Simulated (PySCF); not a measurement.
Vertical excitations of a molecule C3H8OSi from TDDFT-PBE/def2-SVPD (PySCF), as energy in eV (oscillator strength): 5.16 (0.008), 5.89 (0.001), 6.20 (0.001), 6.42 (0.001), 6.46 (0.002), 6.76 (0.242), 6.85 (0.004), 6.96 (0.031), 6.98 (0.013), 7.10 (0.011). Lowest triplet (TDA): 4.32 eV. Coordinates come from a ωB97X-D3(BJ)/def2-SVP optimisation. The values are those of a single conformer.

Question: Which structure fits?
A. C/C=C/[SiH2]O
B. C[C@@H]1CO[SiH2]1
C. C=CCO[SiH3]
D. C=C[SiH2]OC

Answer: D, C=C[SiH2]OC
